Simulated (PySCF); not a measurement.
## Dipole moment and polarisability of `C=CP(C#CC)C(F)(F)F`

Compound: C₆H₆F₃P.
Structure used (PBE0-D3(BJ)/def2-SVP), in Å, numbered top down from 1:
```xyz
16
C6H6F3P angstrom
C     -1.8561   -1.5386   -0.0385
C     -2.0675   -0.2569   -0.3401
P     -0.7933    0.9586   -0.8002
C      0.6947    0.1778   -0.2840
C      1.7666   -0.3552   -0.0600
C      3.0452   -0.9787    0.2194
C     -1.0342    2.1281    0.6732
F     -0.9542    1.5474    1.8667
F     -0.1280    3.1042    0.6379
F     -2.2489    2.6836    0.5777
H     -2.6922   -2.2205    0.1406
H     -0.8431   -1.9463    0.0414
H     -3.0891    0.1339   -0.4244
H      3.2275   -1.8191   -0.4684
H      3.8660   -0.2559    0.0904
H      3.0872   -1.3642    1.2499
```

Level: CAM-B3LYP/def2-SVPD (PySCF), static field, nuclei fixed, core orbitals frozen in the response. The polarisability tensor in these axes (au):

```
x   121.80 -10.52   4.20
y   -10.52 107.04  -2.34
z     4.20  -2.34  74.38
```

What are the eigenvalues, a third of the trace, and Δα (Δα² = ½Σ(αi − αj)² over the three pairs)?

Principal values 73.95, 101.58 and 127.70 au; mean 101.07 au = 14.98 Å³ = 16.66 × 10⁻⁴⁰ C²·m²/J; Δα = 46.56 au (46 % of the mean).

What is the dipole moment, and where does it point?

(1.48, -3.00, -0.38) D, 3.37 D in size, pointing from the negative to the positive side. Measured along this direction, the outermost atoms are F10 at the negative end and H14 at the positive end.

Along which axes do the principal values lie, and how far do the nuclei extend along each?

Largest value along (0.88, -0.46, 0.09), where the nuclei span 6.81 Å; middle along (0.46, 0.89, 0.00), 5.90 Å; least along (-0.08, 0.05, 1.00), 2.80 Å. The response follows the extents in order.

What molar refraction does this α imply?

Lorentz–Lorenz: R = (4π/3)N_A α = 2.5225 cm³/(mol·Å³) × 14.98 Å³ = 37.8 cm³/mol, in the limit of long wavelengths.

What would n − 1 = 2πNα be for an ideal gas of these molecules at 400 K and 1 atm, electronic part alone?

N = p/kT = 1.8347 × 10¹⁹ cm⁻³, so n − 1 = 2π × N × 14.98 × 10⁻²⁴ cm³ = 1727 × 10⁻⁶ at long wavelengths, for an ideal gas.

In TDDFT the mean static polarisability is Σ f/ω² over all singlet excitations (ω in hartree). How much of it do the 10 lowest give? Their energies (eV) and oscillator strengths: 5.18, 0.0345; 5.83, 0.0925; 6.02, 0.0525; 6.41, 0.0106; 6.59, 0.0139; 6.73, 0.0858; 6.95, 0.1451; 7.09, 0.0794; 7.42, 0.0273; 7.49, 0.0736.

They add up to 10.60 au, 10.5 % of the 101.07 au; the largest single term is 2.23 au, from the state at 6.95 eV. Terms in order: 0.95, 2.02, 1.07, 0.19, 0.24, 1.40, 2.23, 1.17, 0.37, 0.97 au. Higher excitations give the rest. The strengths listed sum to 0.615.

Orientational against electronic polarisability at 250 K (dilute gas, rigid molecules)?

In Gaussian units μ²/3kT = 109.65 Å³ against 14.98 Å³, a ratio of 7.32; the Debye molar polarisation (4π/3)N_A(α + μ²/3kT) is 314.4 cm³/mol, leaving out the vibrational part.

Geometry: PBE0-D3(BJ)/def2-SVP, one conformer, isolated molecule.
